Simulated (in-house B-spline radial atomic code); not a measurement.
Inner levels of silver as electrons are removed. A shift is the extra binding of the orbital against the neutral atom ([Kr] 4d10 5s1). The density at the nucleus is averaged over the nuclear charge. Computed with a radial B-spline atomic code at the basis-set limit: Dirac-Hartree-Fock, average of the configuration, finite nuclei.

```json
{"ion": "Ag41+", "configuration": "[He] 2s2 2p2", "shift of 1s1/2 (eV)": "3396.95", "radius of 1s1/2 (bohr)": "0.030965", "Σ<r²> (bohr²)": "0.070641", "change of density at nucleus (bohr⁻³)": "-1322.05"}
{"ion": "Ag42+", "configuration": "[He] 2s2 2p1", "shift of 1s1/2 (eV)": "?", "radius of 1s1/2 (bohr)": "?", "Σ<r²> (bohr²)": "?", "change of density at nucleus (bohr⁻³)": "?"}
{"ion": "Ag43+", "configuration": "[He] 2s2", "shift of 1s1/2 (eV)": "?", "radius of 1s1/2 (bohr)": "?", "Σ<r²> (bohr²)": "?", "change of density at nucleus (bohr⁻³)": "?"}
{"ion": "Ag44+", "configuration": "[He] 2s1", "shift of 1s1/2 (eV)": "4236.27", "radius of 1s1/2 (bohr)": "0.030903", "Σ<r²> (bohr²)": "0.021093", "change of density at nucleus (bohr⁻³)": "-8499.6"}
{"ion": "Ag45+", "configuration": "1s2", "shift of 1s1/2 (eV)": "4497.36", "radius of 1s1/2 (bohr)": "0.030887", "Σ<r²> (bohr²)": "0.0025732", "change of density at nucleus (bohr⁻³)": "-16521.6"}
{"ion": "Ag46+", "configuration": "1s1", "shift of 1s1/2 (eV)": "5329.06", "radius of 1s1/2 (bohr)": "0.030626", "Σ<r²> (bohr²)": "0.0012637", "change of density at nucleus (bohr⁻³)": "-77512.4"}
```

(1) Fill in the row of Ag42+.

(2) Fill in the row of Ag43+.

Results:

(1) shift of 1s1/2 (eV): 3685.28; radius of 1s1/2 (bohr): 0.030936; Σ<r²> (bohr²): 0.055072; change of density at nucleus (bohr⁻³): -1014.5.

(2) shift of 1s1/2 (eV): 3978.03; radius of 1s1/2 (bohr): 0.030906; Σ<r²> (bohr²): 0.040093; change of density at nucleus (bohr⁻³): -702.17.
